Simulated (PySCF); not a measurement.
AlOI, singlet: structure and spectrum

All numbers come from PBE0 in PySCF with Al def2-TZVP, O def2-TZVP, I def2-TZVP with ECP28; scalar-relativistic core potentials, no spin–orbit coupling; density-fitted integrals.

The structure is a minimum.

```xyz
3
charge 0 multiplicity 1, angstrom
Al    1.6607    0.0000    0.0000
O     3.2548    0.0000    0.0000
I    -0.7633    0.0000    0.0000
```

* Point group: C∞v
* Bond lengths: Al–I 2.424 Å, Al–O 1.594 Å
* Bond angles: I–Al–O 180.0°
* Principal polarisabilities: 48.1, 48.1, 85.9 bohr³
* Entropy at 298.15 K and 1 bar: 277.3 J/(mol K)
* Dipole moment: 4.88 D
* Heat capacity Cp at 298.15 K: 52.9 J/(mol K)
* Principal quadrupole moments (Buckingham, traceless) about the centre of mass: -22.57, 11.28, 11.28 D Å
* Rotational symmetry number: 1
* Zero-point energy: 10.5 kJ/mol
* Atomisation energy without zero-point energy: 797 kJ/mol
* Lowest empty level: -2.66 eV
* Highest occupied level: -7.75 eV
* Enthalpy at 298.15 K above 0 K: 13.09 kJ/mol
* Rotational constants: 0.05305 cm⁻¹

Harmonic modes (masses in u: Al 26.982, O 15.995, I 126.904):
```
symmetry  ω (cm⁻¹)  IR (km/mol, summed over degenerate members)  μ (u)     type
       π       158                                          110  21.76     bend
      σ+       316                                         12.0  26.29  stretch
      σ+      1117                                         91.4  19.32  stretch
```

In C∞v the vibrations span π + 2σ+.

Charges (e):
```json
{"atom": "Al1", "Mulliken": "0.55", "Löwdin": "-0.11", "polar tensor": "1.01", "Mayer order to Al1": "–"}
{"atom": "O2", "Mulliken": "-0.48", "Löwdin": "-0.25", "polar tensor": "-0.72", "Mayer order to Al1": "2.23"}
{"atom": "I3", "Mulliken": "-0.06", "Löwdin": "0.37", "polar tensor": "-0.29", "Mayer order to Al1": "1.32"}
```

Mulliken populations on Al1: s 4.82, p 7.20, d 0.36, f 0.08.

Outer orbital energies (eV). occupied: -24.18, -20.58, -11.53, -9.17, -9.17, -8.78, -7.75, -7.75; empty: -2.66, -1.07, -1.07, 1.39.

Counting electrons, aluminium keeps none of its valence electrons outside its bonds, so the VSEPR class is AX2 and the expected shape is linear; with unlike ligands the computed point group is C∞v.

Other isomers or separated fragments may lie lower.

The final relaxation and frequency run took 20 s on 4 threads of a shared Arm Neoverse V2 host, with 118 basis functions and 10 gradients; the process peaked at 1 GiB.
